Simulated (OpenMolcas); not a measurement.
# 4d ions of charge +3 along the row

```yaml
Program: OpenMolcas 26.06
Method: CASSCF
Basis: ANO-R3
Scalar_Hamiltonian: X2C, finite nucleus
Spin-orbit_coupling: RASSI with atomic mean-field integrals over the reference wave functions, term energies averaged over their components
```

Active space: the 4d shell.

B and C come from two terms' centres of gravity (d2, d8: 3P = 15B, 1G = 12B + 2C; d3, d7: 4P = 15B, 2G = 4B + 3C; d4, d6: 3G = 9B + 4C, 3H = 4B + 4C; d5: 4D = 17B + 5C, 4G = 10B + 5C, above the ground term), where all their levels are at least 80 % pure. ζ = ±2S·A comes from the whole width of the ground multiplet by E(J) = (A/2) J(J+1), where its levels are at least 85 % pure. Energies in cm-1.

```json
{"Ion": "Nb3+", "Configuration": "4d2", "Lowest level": "3F2", "Weight (%)": "99", "B": "785", "B measured": "", "C": "2986", "C measured": "", "ζ": "652", "ζ measured": ""}
{"Ion": "Mo3+", "Configuration": "4d3", "Lowest level": "4F 3/2", "Weight (%)": "99", "B": "814", "B measured": "619", "C": "3296", "C measured": "2606", "ζ": "789", "ζ measured": "818"}
{"Ion": "Tc3+", "Configuration": "4d4", "Lowest level": "5D0", "Weight (%)": "99", "B": "", "B measured": "", "C": "", "C measured": "", "ζ": "1012", "ζ measured": ""}
{"Ion": "Ru3+", "Configuration": "4d5", "Lowest level": "6S 5/2", "Weight (%)": "99", "B": "", "B measured": "", "C": "", "C measured": "", "ζ": "", "ζ measured": ""}
{"Ion": "Rh3+", "Configuration": "4d6", "Lowest level": "5D4", "Weight (%)": "99", "B": "", "B measured": "", "C": "", "C measured": "", "ζ": "1344", "ζ measured": ""}
{"Ion": "Pd3+", "Configuration": "4d7", "Lowest level": "4F 9/2", "Weight (%)": "98", "B": "", "B measured": "", "C": "", "C measured": "", "ζ": "1598", "ζ measured": ""}
{"Ion": "Ag3+", "Configuration": "4d8", "Lowest level": "3F4", "Weight (%)": "99", "B": "", "B measured": "", "C": "", "C measured": "", "ζ": "1730", "ζ measured": "1666"}
```

Measured columns use the levels in Sugar and Musgrove, J. Phys. Chem. Ref. Data 17, 155 (1988) (Mo3+); the list in Gamrath, thesis, University of Mons (2023) (Ag3+).

The computed ζ goes from 652 (Nb3+) to 1730 cm-1 (Ag3+), a factor of 2.65, rising at every step. It departs from the measured column by -4 to +4 %.

Without dynamic correlation excited terms often stand tens of per cent too high (terms of higher spin than the ground term too low), and those without a measured partner can miss by more than the paired ones. Computed and measured levels are paired by configuration, term and J; levels that our copy of the source lacks, or whose pairing is in doubt (as where it misses far off the trend of its configuration), stay unpaired and out of the deviations. Levels of configurations outside the active space are missing.
